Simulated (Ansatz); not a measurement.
Computed with Ansatz on PBE0-D4/def2-TZVP structures; ΔE is electronic, products minus reactants. CCSD(T)/CBS is the MP2 limit (def2-TZVPP, def2-QZVPP) plus CCSD(T) − MP2 in def2-TZVPP, frozen cores. This one scheme is used for every species, atoms too. DFT in def2-TZVPP. No spin–orbit coupling; open shells (•) take unrestricted orbitals. Spin–orbit coupling would lower the free atoms: a little for C, Si; clearly for Ge, Se. For Ge, Se outer-core shells are correlated without core-valence functions, so the limit isn't a true one: a few kJ/mol of doubt a bond, and 10 to 20 or more in all where bonds break to atoms. Scalar relativity is left out up to krypton.

`[CH2]1[GeH2][SiH2][Se]1` → C• + Ge• + 6 H• + Se• + Si•  (atomization)

```csv
level,ΔE (kJ/mol),difference from CCSD(T)/CBS
PBE-D4,3104.6,-0.5
PBE0-D4,3080.8,-24.3
ωB97X-V,3111.8,6.7
ωB97M-V,3071.2,-33.9
r2SCAN,3092.3,-12.8
MP2/def2-TZVPP,3032.8,-72.3
HF/def2-QZVPP,2227.8,-877.3
SCS-MP2/def2-QZVPP,3083.8,-21.3
HF/CBS(def2),2228.0,-877.1
CCSD/CBS(def2),3056.7,-48.4
CCSD(T)/CBS,3105.1,0
```

Largest T1 diagnostic among the species: 0.012.

The D4 term adds +46.3 kJ/mol with B3LYP and +24.0 kJ/mol with PBE0; it sums over pairs of atoms, weighted by their polarisabilities, and B3LYP, whose exchange is more repulsive, gets the larger term. From PBE to PBE0 (25 % exact exchange), in def2-TZVPP and without D4, ΔE moves by −19.5 kJ/mol: exact exchange takes away binding that semilocal exchange gives to molecules. In def2-TZVPP, CCSD(T) changes the Hartree–Fock value by +798.1 kJ/mol (the triples alone add +48.4 kJ/mol) and MP2 by +804.9 kJ/mol; breaking electron pairs costs correlation energy, which Hartree–Fock lacks.

B3LYP here is the variant with VWN-RPA as its local correlation; programs differ in this.

For atomizations the MP2-based limit and the directly extrapolated one differ by several kJ/mol either way, and by 10 to 25 for some Ge, Se and Sn compounds, so smaller differences from it don't rank the levels.
